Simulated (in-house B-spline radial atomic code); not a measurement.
**N²⁺: [He] 2s2 (2p1/2)1 (an excited or competing configuration)**

Method: Dirac-Hartree-Fock, average of the jj configuration, Fermi nucleus of rms radius 2.5582 fm. Calculated with a radial B-spline atomic code at the basis-set limit.

Screening seen three ways: the hydrogenic charge with the same mean radius, Z_r = [3n² - l(l+1)]/(2<r>), the one with the same energy, Z_e = n√(-2ε), and Slater's rules. Values are occupation-weighted means over j.

```
shell  electrons   ε (eV)  <r> (bohr)   Z_r   Z_e  Slater
   1s          2  -466.06      0.2275  6.59  5.85    6.70
   2s          2  -56.419       1.178  5.09  4.07    4.60
   2p          1  -47.787        1.12  4.46  3.75    4.60
```

The least bound orbital is 2p1/2 at -47.79 eV, while the most diffuse is 2s1/2 (<r> = 1.178 bohr against 1.12 bohr): energy order and size order differ.

For the 1s electron the small component carries 0.0592 % of the norm, the zero-frequency Breit interaction raises the level by 0.1165 eV, self-energy by 0.03978 eV, and vacuum polarisation lowers it by 0.001847 eV.

The density falls to 0.001 bohr⁻³ at 2.673 bohr; Σ<r²> = 4.9631 bohr² gives, by the non-relativistic formula and without the paramagnetism of open shells, a Langevin diamagnetic susceptibility of -3.931×10⁻⁶ cm³/mol.
